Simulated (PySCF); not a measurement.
# Vibration and rotation of KGe⁻

ROHF constants of KGe⁻, ³Σ⁻ (triplet), unpaired electrons π ↑↑ (K aug-pcseg-1, Ge aug-pcseg-1; no relativity (PySCF 2.14); masses 38.9637 and 73.9212 u):

| Quantity | Value |
| --- | --- |
| ωe | 88.8 cm⁻¹ |
| ωexe | 0.687 cm⁻¹ |
| Be | 0.052927 cm⁻¹ |
| αe | 0.000526 cm⁻¹ |

(1) What force constant and bond length do these constants imply?

(2) Estimate the centrifugal constant D from the Kratzer relation and find the Dunham coefficient a1.

Spin–orbit coupling is left out. UHF is strongly spin-contaminated for KGe⁻, so the ROHF reference used there is far from stable. Hartree–Fock leaves out correlation, which carries a large part of most bond energies and some tenths to 1 eV of ionisation energies. The state is the lowest determinant that a PBE0 search found; another state may lie lower at other levels.

Results:

(1) Reduced mass μred = 25.515 u; k = 5.8918×10⁻⁷·μred·ωe² (u, cm⁻¹, mdyn/Å) = 0.119 mdyn/Å; Re = √(16.8576/(μred·Be)) (u, cm⁻¹, Å) = 3.533 Å.

(2) D = 4Be³/ωe² = 7.52e-08 cm⁻¹; a1 = −1 − αeωe/(6Be²) = -3.78.
